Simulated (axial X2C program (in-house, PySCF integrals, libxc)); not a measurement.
# BiBr: a run with one poor setting

Calculated with an axial X2C code built on PySCF integrals. Spin-free means the one-electron spin-free X2C Hamiltonian. Basis: Bi dyall-v2z [10s12p9d5f], Br dyall-v2z [7s8p5d] (cores contracted in-house); Gaussian nuclei, density fitting, unrestricted open shells. Masses: Bi 208.980 u, Br 78.918 u.

One setting of this run was spoiled on purpose, so its numbers are not properties of BiBr. Level: r2SCAN0, spin-free; state M_S = 1, Λ = 0 (beyond evenly filled blocks: π+α, π-α).

```
R (Å)  E − E(lowest point) (eV)  SCF iterations
2.318             not converged               6
2.424             not converged               6
2.504             not converged               6
2.584             not converged               6
2.664             not converged               6
2.757             not converged               6
2.850             not converged               6
2.970             not converged               6
3.117             not converged               6
3.330             not converged               6
```

Output at the reference distance (the second, level-shifted attempt; the first did not converge):

```
spin-free X2C-1e  r2SCAN0
basis functions 182  fitting functions 1092  grid points 5801
iter        total energy     max residual
   1     -24141.672903433     3.72e-01
   2     -24141.679441344     2.92e-03
   3     -24141.679514839     1.55e-03
NOT converged
one-electron -34214.54014124  Coulomb 9992.30088947  exact exchange -122.18825611  xc functional -374.30148057  nuclear repulsion 577.04947362
```

Which setting was spoiled?
A. density fitting set too sparse
B. integration grid too coarse
C. virtual space cut too low
D. too few iterations allowed
E. an excited determinant was followed

D. Too few iterations allowed: 3 iterations an attempt, two attempts.
